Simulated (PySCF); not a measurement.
Computed shifts of a molecule C5H8, PBE/pcSseg-1 in PySCF, GIAO, gas phase, equivalent atoms averaged, in ppm (number of nuclei): ¹³C: 153.2 (1), 119.0 (1), 23.7 (1), 13.0 (2). ¹H: 5.68 (1), 5.46 (1), 5.46 (1), 1.54 (1), 1.10 (2), 0.65 (2). References: ¹³C against TMS (σ = 182.0 ppm); ¹H against TMS (σ = 31.49 ppm), references at their B3LYP-D3(BJ)/def2-TZVP geometries, non-relativistic. The structure is a stationary point at B3LYP-D3(BJ)/def2-SVP. Other conformers were not sampled.

Problem. Identify the compound among the candidates.
(A) CC1=CCC1
(B) C=CC1CC1
(C) C=C1CCC1
(D) C=CCC=C

Solution. B, C=CC1CC1
